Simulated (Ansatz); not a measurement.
GeEt3(NHMe) (C₇H₁₉GeN). The state is a triplet with charge 0. Geometry r2SCAN-D4/def2-SVP, that of the neutral singlet; atoms count from 1.

```xyz
28

Ge    0.022    0.022    0.031
C    -0.174   -0.131   -1.915
C    -1.440    0.550   -2.438
H    -0.157   -1.201   -2.187
H     0.725    0.311   -2.381
H    -1.510    0.506   -3.538
H    -2.349    0.075   -2.034
H    -1.473    1.610   -2.139
C     1.601   -0.977    0.667
C     2.906   -0.468    0.057
H     1.455   -2.050    0.446
H     1.629   -0.895    1.769
H     3.789   -0.992    0.460
H     2.922   -0.601   -1.038
H     3.046    0.608    0.253
C    -1.596   -0.588    0.961
C    -1.960   -2.038    0.641
H    -2.415    0.096    0.681
H    -1.447   -0.460    2.047
H    -2.876   -2.359    1.165
H    -2.136   -2.186   -0.438
H    -1.158   -2.736    0.935
N     0.191    1.839    0.348
C     0.377    2.332    1.698
H     0.811    2.303   -0.314
H     0.224    3.426    1.747
H    -0.378    1.884    2.366
H     1.371    2.120    2.151
```

At PBE0-D4/def2-TZVP a singlet of charge 0 lies 5.39 eV below the triplet at the same geometry.

Problem. Estimate the Mulliken populations from the PBE0/def2-TZVP orbitals of Ansatz.

Solution. 
```csv
atom,charge (e),spin (α − β)
Ge1,0.16,0.13
C2,-0.18,-0.10
C3,-0.35,-0.02
H4,0.11,0.02
H5,0.08,0.07
H6,0.13,0.01
H7,0.11,0.00
H8,0.08,0.06
C9,-0.23,0.09
C10,-0.18,-0.18
H11,0.11,0.03
H12,0.09,0.03
H13,0.10,0.04
H14,0.09,0.03
H15,-0.02,0.17
C16,-0.24,-0.02
C17,-0.39,0.01
H18,0.12,0.02
H19,0.11,0.01
H20,0.13,0.00
H21,0.13,0.00
H22,0.13,0.00
N23,0.29,0.56
C24,-0.23,-0.10
H25,-0.40,0.73
H26,0.09,0.12
H27,0.09,0.06
H28,0.07,0.21
```
Mulliken values and Mayer orders depend strongly on the basis.

Problem. Where does the spin sit?

Solution. Summed by element: Ge 0.13, C -0.32, H 1.63, N 0.56, of 2 unpaired in all. Largest on single atoms: H25 0.73, N23 0.56, H28 0.21.

Problem. And the Mayer bond orders between bonded heavy atoms (over 0.3)?

Solution. Ge1–C2 0.94 (1.96 Å); Ge1–C9 0.88 (1.97 Å); Ge1–C16 0.95 (1.96 Å); Ge1–N23 0.67 (1.85 Å); C2–C3 1.00 (1.53 Å); C9–C10 1.02 (1.53 Å); C16–C17 0.97 (1.53 Å); N23–C24 1.05 (1.45 Å).
